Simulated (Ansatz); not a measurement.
BrClGeH4Si, SMILES `[Cl][GeH2][SiH2]Br`, relaxed with RKS PBE-D4/def2-SVP in Ansatz 0.2.0 from a rough embedded geometry. The force threshold is 0.03 eV/Å; the program also tests the step.

Charge 0, multiplicity 1.

Start:

```xyz
8

Cl   -0.236    2.491    0.820
Ge    0.462    0.966   -0.452
Si   -0.251   -1.050    0.410
Br   -2.456   -1.141    0.435
H    -0.132    1.148   -1.887
H     2.018    1.014   -0.523
H     0.254   -2.167   -0.505
H     0.341   -1.261    1.701
```

How much energy does the relaxation release, and in how many steps? (Best estimate.)

Ansatz gave: 0.19 eV, in 5 steps.

Which bonds change most? (Best estimate.)

The calculation gave: Ge2–Si3 from 2.305 to 2.397 Å; Cl1–Ge2 from 2.105 to 2.189 Å; Si3–H8 from 1.436 to 1.502 Å; Si3–Br4 from 2.206 to 2.241 Å.

Give the relaxed structure. (Best estimate.)

Computed: 
```xyz
8

Cl   -0.251    2.491    0.853
Ge    0.495    0.965   -0.527
Si   -0.225   -1.128    0.393
Br   -2.466   -1.122    0.442
H    -0.123    1.260   -1.917
H     2.041    1.112   -0.578
H     0.236   -2.280   -0.458
H     0.293   -1.297    1.792
```
